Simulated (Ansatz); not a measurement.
Isolated molecules relaxed with PBE0-D4/def2-TZVP in Ansatz; ΔE leaves out vibrations. CCSD(T)/CBS adds triple-zeta CCSD(T) − MP2 to the extrapolated MP2 energy (def2 sets, frozen cores). This one scheme is used for every species. DFT in def2-TZVPP. B3LYP here is the variant with VWN-RPA as its local correlation; programs differ in this. For Br outer-core shells are correlated without core-valence functions, which leaves a few kJ/mol of doubt a bond. Scalar relativity is left out up to krypton. Each species was taken in one conformer, which may not be the lowest.

`BrC[SiH2]Br` + H₂ → `C[SiH2]Br` + HBr  (hydrogenolysis of a C–Br bond)

CCSD(T)/CBS gives -80.8 kJ/mol.

(1) Another level gave -86.6 kJ/mol. Which?
A. PBE-D4/def2-TZVPP
B. HF/def2-TZVPP
C. B3LYP-D4/def2-TZVPP
D. B2PLYP/def2-TZVPP

Largest T1 diagnostic among the species: 0.008.

Answers

(1) D. B2PLYP -86.6, PBE-D4 -78.1, HF/def2-TZVPP -103.4, B3LYP-D4 -82.2 kJ/mol.

From PBE to PBE0 (25 % exact exchange), in def2-TZVPP and without D4, ΔE moves by −5.8 kJ/mol. In def2-TZVPP, CCSD(T) changes the Hartree–Fock value by +20.0 kJ/mol (the triples alone add +5.5 kJ/mol) and MP2 by +25.7 kJ/mol.
